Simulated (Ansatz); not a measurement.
All values below come from Ansatz (an electronic-structure program) with frozen-core CCSD(T)/cc-pVTZ // PBE-D3(BJ)/def2-TZVP. The restricted HF reference is unstable towards unrestricted orbitals.

Ansatz 0.2 input:
```yaml
crystal:
  periodic: [false, false, false]
  atoms:
    - { symbol: Si, position_ang: [1.431581, -0.313923, 0.005748] }
    - { symbol: C, position_ang: [-0.336545, -0.120924, 0.613487] }
    - { symbol: C, position_ang: [-1.530375, -0.192842, -0.335357] }
    - { symbol: C, position_ang: [-1.250006, 0.99129, 0.104296] }
    - { symbol: H, position_ang: [2.38941, 0.46254, 0.859174] }
    - { symbol: H, position_ang: [1.526647, 0.1865, -1.402568] }
    - { symbol: H, position_ang: [1.865781, -1.748877, 0.038033] }
    - { symbol: H, position_ang: [-0.507788, -0.464109, 1.646998] }
    - { symbol: H, position_ang: [-2.138944, -0.855213, -0.939389] }
    - { symbol: H, position_ang: [-1.449758, 2.055561, 0.141347] }
basis:
  gaussian: { orbitals: cc-pVTZ }
correlation:
  method: ccsd_t
```

Output:

```
Functional definition: HF
1179 factors; integrals over basis functions are off by at most 1.1e-3 eV
mean field evaluation 1: about -11044.1667 eV, gradient 2.8e1 eV
mean field evaluation 2: about -11044.4508 eV, gradient 2.8e1 eV
mean field evaluation 4: about -11046.9551 eV, gradient 3.7e0 eV
mean field evaluation 8: about -11046.9992 eV, gradient 1.6e-1 eV
mean field evaluation 16: about -11046.2935 eV, gradient 1.2e1 eV
mean field -11046.99933804 eV, -405.9697377477 hartree, gradient 1.5e-6 eV, S^2 0.000000; 0 other end points of the search recorded, 0 dependent functions left out; unrestricted orbitals would lower it
8 core orbitals not correlated
reference -11046.99933804 eV, -405.9697377477 hartree; 11, 11 occupied and 189, 189 virtual orbitals, 1179 factors
second order -16.62218508 eV of doubles, -0.00000000 eV of singles
cycle   1  -17.08857295 eV  change   -4.7e-1 eV  update   9.2e-2
cycle   2  -17.61312580 eV  change   -5.2e-1 eV  update   2.9e-2
cycle   3  -17.68957956 eV  change   -7.6e-2 eV  update   1.2e-2
cycle   4  -17.68838077 eV  change    1.2e-3 eV  update   3.4e-3
cycle   5  -17.68997551 eV  change   -1.6e-3 eV  update   1.1e-3
cycle   6  -17.68998479 eV  change   -9.3e-6 eV  update   2.9e-4
cycle   7  -17.68991228 eV  change    7.3e-5 eV  update   8.6e-5
cycle   8  -17.68993284 eV  change   -2.1e-5 eV  update   3.0e-5
cycle   9  -17.68993326 eV  change   -4.2e-7 eV  update   1.1e-5
perturbative correction -0.82190450 eV, -0.0302044332 hartree
Total energy: -11065.51117580 eV, -406.6500352377 hartree
```

Cost: around 100 core-seconds (rough).
